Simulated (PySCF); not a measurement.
Vertical excitations of a molecule C₈H₆N₂O from TDA-CAM-B3LYP/def2-SVP (PySCF), as energy in eV (oscillator strength): 4.54 (0.004), 4.58 (0.004), 4.98 (0.655), 5.12 (0.135), 6.01 (0.005), 6.09 (0.001), 6.50 (0.021), 6.76 (0.007), 7.15 (0.071), 7.34 (0.017). Lowest triplet (TDA): 3.12 eV. The structure is a stationary point at B3LYP-D3(BJ)/def2-SVP. The values are those of a single conformer.

Problem. Which molecule gave these data?
A. C#Cc1nccc(C(C)=O)n1
B. c1coc(-c2cncnc2)c1
C. CC(=O)c1cccc(C#N)n1
D. C#Cc1cc(C(C)=O)ncn1

Solution. B, c1coc(-c2cncnc2)c1
